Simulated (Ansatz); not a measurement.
`[OH][Mo]([OH])(=[S])([Cl])[Cl]`. Total charge 0; spin multiplicity 1. Mo: def2 effective core potential.

Cartesian coordinates in Å:
```
O -1.4511 -0.9849 0.3935
Mo 0.1222 -0.0115 0.3838
O 1.5592 0.7322 -0.5131
S -0.1369 1.2864 1.9819
Cl -0.9585 0.8476 -1.5754
Cl 1.3466 -1.7473 1.1601
H -2.0173 -1.0750 -0.3804
H 1.5358 0.9524 -1.4504
```

Task: What are the harmonic wavenumbers in cm⁻¹ at PBE0-D4/def2-TZVP (Ansatz, finite differences of forces, unscaled)? (Best estimate.)

Result: Computed: 68, 148, 169, 211, 236, 252, 307, 324, 381, 397, 443, 606, 669, 675, 749, 810, 3844, 3848.

Task: Is this a minimum?

Result: Yes, all 18 modes are real.

Task: Give the ideal-gas thermochemistry at 298.15 K and 1 bar (rigid rotor, harmonic oscillator; point group Cs, symmetry number 1).

Result: Zero-point energy 84.5 kJ/mol; H(298) − E = 109.9 kJ/mol; entropy 392.8 J/(mol·K), of which translation 176.8, rotation 123.8, vibration 92.2; G(298) − E = -7.2 kJ/mol. Modes under 100 cm⁻¹ are hindered rotations or soft bends, so the harmonic entropy is rough.
